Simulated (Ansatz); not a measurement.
Ideal-gas functions of `[Cu][I]` at 600 K and 1 bar, from an Ansatz frequency run at PBE0-D4/def2-TZVP.

Molar mass 190.45 g/mol, point group C∞v (symmetry number 1), electronic degeneracy 1, moments of inertia 239.023 u Å². Harmonic wavenumbers (cm⁻¹, unscaled): 254.

Use S(trans) = R[1.5 ln M + 2.5 ln T − 1.1517]; rotational temperatures θ = 24.2544 K / I; S(rot) = R[ln(T/σθ) + 1]; for each mode x = 1.438777 ν̃/T, S = R[x/(eˣ − 1) − ln(1 − e⁻ˣ)] and H = RT x/(eˣ − 1); 1 cm⁻¹ = 0.0119627 kJ/mol; R = 8.31446 J/(mol·K).

Question: By hand: the entropy, in J/(mol·K).

Answer: Translation 188.9. Rotation: θ = 0.1015 K, giving 80.5. Vibration, mode by mode: 12.56, in all 12.6. Electronic 0.0. Sum 282.0 J/(mol·K).

Question: By hand: H − E and G − E in kJ/mol, counted from the electronic energy.

Answer: Zero-point energy ½ × 254 × 0.0119627 = 1.5; thermal vibration 3.6; translation, rotation and pV give 3.5 RT = 17.5. H − E = 22.6 kJ/mol, and G − E = 22.6 − 600 × 282.0/1000 = -146.6 kJ/mol.

Vibration gives 4 % of the entropy.
